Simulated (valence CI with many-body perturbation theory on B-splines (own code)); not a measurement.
Hyperfine factors and g values of Pt VII

Computed by configuration interaction combined with many-body perturbation theory (CI+MBPT): four valence electrons over a frozen Dirac-Fock core [Xe] 4f14, radial functions for each j: 9 s, 9 p, 10 d, 8 f, 5 g, 3 h, 1 i, with the one-electron correlation potential Σ1 (screened to all orders), the two-electron term Σ2, the three-electron term Σ3, Breit, model QED; selected single and double excitations, second order for the rest, scaled by the run's own slope (own B-spline code, finite nucleus).

No measured levels were compared; by estimate terms of the open shell hold to 2 to 4 % of their energy, and close levels can change places; different configurations can be misplaced against each other by 1,000 to 8,000 cm⁻¹. Core correlation moves these levels by up to 16000 cm⁻¹, and in measured spectra 5 to 20 % of such shifts remained as error; rates that hang on mixing are uncertain with them. Only levels of the ground parity were solved; by the run's estimate the other parity begins above the list, which can be wrong where configurations are misplaced.

A/g_I is the dipole constant over the nuclear g factor μ/I (μ in nuclear magnetons, uniformly magnetised nucleus), B/Q the quadrupole constant per barn. Both hold the static response of the core; the bare values leave it out. Large factors of s and p1/2 electrons are usually good to 5 to 10 %; those of open d and f shells near neutrality can be off by tens of per cent, and small factors of p3/2, d and f electrons come from cancelling terms and can be off by a factor of two or in sign, in half-filled shells by more. B is blank for J = 1/2, where it vanishes, and for nearly pure S terms. Energies count from the lowest level. Levels with J = 0 are left out.

Names give the largest LS component (configuration and term), which can be under half, so a name can repeat, a term be missing and a line seem to break the LS rules; names also repeat where a configuration has a term twice. Letters in brackets count levels of one name in rising energy.

```csv
Level,E (cm⁻¹),g,A/g_I (MHz),A/g_I bare,B/Q (MHz/b),B/Q bare
5d4 5D_1,7448,1.499,-1260,-99.4,709,614
5d4 5D_2,13250,1.459,-775,475,739,613
5d4 5D_3,17320,1.424,-395,888,-163,-222
5d4 5D_4,19112,1.305,268,1310,-1350,-1330
5d4 3H_4,28167,1.039,1240,1420,23.8,-32.9
5d4 3G_3,32681,0.916,1710,1550,413,369
5d4 3F_2 [a],33644,0.868,1760,1340,1080,992
5d4 3H_5,34822,1.075,1150,1470,1540,1310
5d4 3P_1 [a],35751,1.340,106,1220,-63.7,-78.4
5d4 3H_6,37733,1.112,1050,1520,1650,1390
5d4 3G_4,41259,1.029,1400,1630,-896,-763
5d4 3D_2,42274,1.221,505,1210,337,271
5d4 3F_3 [a],43797,1.175,856,1520,663,572
5d4 3F_4 [a],44866,1.166,638,1140,223,198
5d4 3F_3 [b],48918,1.093,819,1060,165,209
5d4 1D_2 [a],51151,1.111,1260,1860,378,288
5d4 3G_5,52150,1.158,747,1260,-1100,-966
5d4 3D_1,53888,0.683,2740,1880,548,448
5d4 1I_6,54116,1.054,1220,1470,2370,2130
5d4 3F_4 [b],59652,1.103,889,1220,1410,1230
5d4 3P_2 [a],60609,1.226,487,1240,-34.9,-95.4
5d4 1F_3,63793,1.071,1110,1390,1580,1500
5d4 3P_2 [b],66982,1.160,796,1360,840,768
5d4 3F_4 [c],73573,1.136,713,1110,-257,-173
5d4 3F_3 [c],75339,1.069,1230,1560,2190,1900
5d4 3F_2 [b],75440,0.954,1740,1720,1080,995
5d4 3P_1 [b],75921,1.478,-1080,174,-820,-683
5d4 1G_4,79814,1.070,1230,1560,1240,1100
5d4 1D_2 [b],96044,1.000,1350,1400,-2290,-2070
5d3 6s 5F_1,146740,0.095,-11400,-11300,-608,-537
5d3 6s 5F_2,150290,1.017,10500,9610,-983,-888
5d3 6s 5F_3,157570,1.241,8090,7810,-678,-650
5d3 6s 5F_4,163620,1.302,7030,7040,-398,-446
5d3 6s 3F_2 [a],164330,1.164,4420,4530,-819,-759
5d3 6s 5F_5,167870,1.303,7140,7190,75.8,-64.0
```

Q: Take the isotope of mass number 195, with I = 1/2, μ = 0.6073 μN. What is the hyperfine structure of 5d4 3H_4?

A: From the table A = 1500 MHz. Shifts from the centre of gravity in MHz: F = 7/2: -3750, F = 9/2: 3000.
